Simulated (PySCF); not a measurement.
Isomers of C11H9N, mass 155.073 u with the commonest isotopes. Level of theory: PBE0-D3(BJ)/def2-SVP geometry optimisation, gas phase in PySCF. One conformer each, none proved a minimum here; rigid rotors.

Question: Order these by dipole moment, smallest first.
A. `[CH2:1]=[CH:2][c:3]1[cH:4][cH:5][c:6]2[cH:7][cH:8][n:9][cH:10][c:11]2[cH:12]1` with C1–C2–C3–C4 -1°
B. `[cH:1]1[cH:2][cH:3][c:4](-[c:5]2[cH:6][cH:7][cH:8][n:9][cH:10]2)[cH:11][cH:12]1` with C3–C4–C5–C6 -142°
C. `[cH:1]1[cH:2][cH:3][c:4](-[c:5]2[cH:6][cH:7][n:8][cH:9][cH:10]2)[cH:11][cH:12]1` with C3–C4–C5–C6 -144°

Answer: B (2.26 D), A (2.47 D), C (2.69 D).

Question: Order these by out-of-plane moment Σ m c² = (Ia + Ib − Ic)/2, largest first.
A. `[cH:1]1[cH:2][cH:3][c:4](-[c:5]2[cH:6][cH:7][n:8][cH:9][cH:10]2)[cH:11][cH:12]1` with C3–C4–C5–C6 -144°
B. `[cH:1]1[cH:2][cH:3][c:4](-[c:5]2[cH:6][cH:7][cH:8][n:9][cH:10]2)[cH:11][cH:12]1` with C3–C4–C5–C6 -142°
C. `[CH2:1]=[CH:2][c:3]1[cH:4][cH:5][c:6]2[cH:7][cH:8][n:9][cH:10][c:11]2[cH:12]1` with C1–C2–C3–C4 -1°

Answer: B (18.77 u·Å²), A (16.51 u·Å²), C (0.01 u·Å²).

```csv
SMILES,point group,Ia (u·Å²),Ib (u·Å²),Ic (u·Å²),κ,μa (D),μb (D),μc (D)
c1ccc(-c2ccncc2)cc1,C2,171.42,925.68,1064.08,-0.94,2.69,0.00,0.00
c1ccc(-c2cccnc2)cc1,C1,173.82,916.34,1052.62,-0.94,1.33,1.72,0.64
C=Cc1ccc2ccncc2c1,–,177.63,863.03,1040.65,-0.92,2.09,1.32,0.00
```
